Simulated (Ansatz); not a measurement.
A made-up structure of CH3SSe (charge -1), singlet:

```xyz
6
angstrom
C -0.7436 -0.3872 -1.0776
S 0.8201 -0.2155 -0.6603
Se 1.3752 0.0143 1.9876
H -1.2381 -1.3586 -1.0579
H -1.4046 0.4733 -1.1845
H 1.7076 -0.5142 -1.6465
```

It is relaxed with PBE-D4/def2-SVPD and then PBE0-D4/def2-TZVPD (Ansatz 0.2.0). Atoms count as bonded within 1.22 times the sum of their covalent radii (H–H: 0.88 Å). The end point is not checked to be a true minimum.

Task: Does its bonding change? (Judge from chemistry; the calculation decides.)

Result: Computed: No: no bond forms or breaks.

Where it ends: The first stage lowers the energy by 1.34 eV in 10 steps. It ends as CH₃SSe ([CH2][SH][Se]), total charge -1:
C1  (-0.712, -0.354, -1.265)
S2  (0.760, 0.192, -0.642)
Se3  (1.359, -0.180, 1.498)
H4  (-1.020, -1.349, -0.944)
H5  (-1.474, 0.408, -1.103)
H6  (1.603, -0.705, -1.183)
(Å)

Labels in which every atom is bracketed show which atoms are joined, not bond orders.

For scale, one of the runs: PBE0-D4/def2-TZVPD relaxation, 167 basis functions, launched by `ansatz run in.yaml --threads 2 --pin off --events-out ev --progress --plain --max-ram 4352MiB`. Hardware: 2 CPU threads of an Arm Neoverse V2, shared host. Wall time about 35 s.
